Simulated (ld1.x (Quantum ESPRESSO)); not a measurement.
## An all-electron radial function and its pseudo partner (Ne (Z = 10))

Columns: radius, all-electron u(r) and pseudo u(r) of the 2p shell (level -13.44 eV) of neon in the configuration [He] 2s2 2p6; PW91, scalar-relativistic, TM scheme, ld1.x (Quantum ESPRESSO) 7.5.

```tsv
r (bohr)	all-electron	pseudo
0.035	0.0299	0.0155
0.070	0.1008	0.0609
0.105	0.1929	0.1324
0.140	0.2932	0.2243
0.175	0.3936	0.3295
0.210	0.4890	0.4399
0.245	0.5767	0.5477
0.280	0.6550	0.6466
0.315	0.7234	0.7318
0.350	0.7820	0.8011
0.385	0.8311	0.8545
0.420	0.8712	0.8935
0.455	0.9030	0.9208
0.490	0.9270	0.9392
0.525	0.9442	0.9511
0.560	0.9553	0.9584
0.595	0.9610	0.9620
0.630	0.9620	0.9622
0.665	0.9590	0.9590
0.700	0.9526	0.9526
0.735	0.9433	0.9433
0.770	0.9316	0.9316
0.805	0.9179	0.9179
0.840	0.9025	0.9025
0.875	0.8857	0.8857
0.910	0.8679	0.8679
```

Question: How many radial nodes do the two functions have?

Answer: The all-electron 2p function has n − l − 1 = 0; the pseudo-wave has 0.

Question: At about which radius was the pseudo-wave matched?

Answer: 0.70 bohr. The columns agree to 0.0005 from 0.63 bohr on; several derivatives are matched, so the curves merge somewhat inside the radius.

Question: Is the pseudo-wave norm-conserving?

Answer: Yes: the TM scheme keeps the norm inside the radius equal to the all-electron one, which fixes the energy derivative of the logarithmic derivative at the level.
